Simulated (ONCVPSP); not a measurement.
Before and after: ONCV potential for lead (Pb)

lead, optimised norm-conserving Vanderbilt (ONCV), made with ONCVPSP 4.0.1 (PBEsol, scalar-relativistic). Core [Xe] 4f14 5d10, reference 6s2 (charge +2). Waves: 6s: rc 2.05 bohr, ncon 5, nbas 9, qcut 3 1/bohr, 2 projectors, debl 1.8 Ha; p scattering state at 0.03 Ha: rc 1.80 bohr, ncon 4, nbas 7, qcut 3.7 1/bohr, 1 projector. Local part: polynomial inside 1.15 bohr (lpopt 5, dvloc0 4 Ha). Core correction: none.

In the p channel the program set the typed energies aside and used 0.050 Ha.

All-electron outer shells of the reference configuration (PBEsol, scalar-relativistic, ld1.x):

| shell | level (eV) | outermost node (bohr) | outermost maximum (bohr) |
| --- | --- | --- | --- |
| 5d | -37.88 | 0.52 | 1.07 |
| 6s | -27.52 | 1.01 | 1.93 |

Change: s: nproj 3.

Cutoffs: the cutoffs (Ha) at which the residual kinetic energy of the hardest occupied pseudo-wave falls to 1 and 0.1 mHa per electron; they do not see the model core or the augmentation charge, which bear on the density cutoff. Errors are all-electron minus pseudo energies relative to the spin-unpolarised reference configuration.

Q: Predict the effect on cutoff, ghosts and configuration errors.

A: The potential gets neither clearly harder nor softer (19 Ha and 44 Ha → 19 Ha and 44 Ha); both files keep a bound ghost (p, s); the errors of the 3 common tests hardly move; the range in which the s phases agree widens (upper end 2.9 → at the end of the scan).

```csv
quantity,base,changed
"cutoff, loose",19 Ha,19 Ha
"cutoff, tight",44 Ha,44 Ha
bound ghosts,"s, p","p, s"
GHOST(+) flags under 300 eV,none,s at 244.7 eV
tests with a reliable result,3 of 4,3 of 4
"error for 6s2 6p2, meV [ΔE -20.05 eV]",+269,+270
"error for 6s2 6p1, meV [ΔE -13.45 eV]",+125,+125
"error for 6s1, meV [ΔE 32.48 eV]",+99,+99
s: phases at 2.08 bohr within 0.05 rad from the reference energy up to (Ha; the scan ends near 5),2.9,to the end of the scan
p: phases at 1.83 bohr within 0.05 rad from the reference energy up to (Ha; the scan ends near 5),2.1,2.1
```

 A true bound ghost makes a file unfit for plane-wave use even where its test errors are small: the radial tests pick states by their node count and pass the ghost by.
